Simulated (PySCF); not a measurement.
# GaBr₂⁺, singlet: data card

Level of theory: PBE0/[Ga def2-TZVP, Br def2-TZVP], no relativity, density fitting, PySCF.

The structure is a minimum.

Z-matrix (Å, degrees; charge 1 multiplicity 1):
```
Ga
Br 1 2.1675
Br 1 2.1675 2 180.00
```

* Point group: D∞h
* Bond lengths: Ga–Br 2.168 Å (×2)
* Bond angles: Br–Ga–Br 180.0°
* Rotational symmetry number: 2
* Heat capacity Cp at 298.15 K: 58.3 J/(mol K)
* Principal polarisabilities: 40.7, 40.7, 95.5 bohr³
* Entropy at 298.15 K and 1 bar: 295.7 J/(mol K)
* Rotational constants: 0.02273 cm⁻¹
* Zero-point energy: 5.4 kJ/mol
* Principal quadrupole moments (Buckingham, traceless) about the centre of mass: -6.85, -6.85, 13.69 D Å
* Enthalpy at 298.15 K above 0 K: 14.54 kJ/mol
* Dipole moment about the centre of mass: 0.00 D
* Lowest empty level: -8.61 eV
* Highest occupied level: -14.67 eV

Harmonic modes (masses in u: Ga 68.926, Br 78.918):
```csv
symmetry,ω (cm⁻¹),"IR (km/mol, summed over degenerate members)"
πu,90,12.7
σg+,257,0.0
σu+,473,53.5
```

In D∞h the vibrations span πu + σg+ + σu+. The σg+ mode carries no infrared intensity, as symmetry demands. With a centre of inversion only u modes can be infrared active and only g modes Raman active.

Charges (e):
```
 atom  Mulliken  Löwdin  polar tensor  Mayer order to Ga1
  Ga1      0.76   -0.04          1.22                   –
Br2,3      0.12    0.52         -0.11                1.48
```

Mulliken populations on Ga1: s 7.00, p 13.02, d 10.16, f 0.06.

Counting electrons, gallium keeps none of its valence electrons outside its bonds, so the VSEPR class is AX2 and the expected shape is linear (D∞h), as computed.

Other isomers or separated fragments may lie lower.

The final relaxation and frequency run took 48 s on 2 threads of a shared Intel Xeon Platinum 8488C (Sapphire Rapids) host, with 144 basis functions and 6 gradients; the process peaked at 1.2 GiB. Launch command: `OMP_NUM_THREADS=2 python axn.py task.json out`.
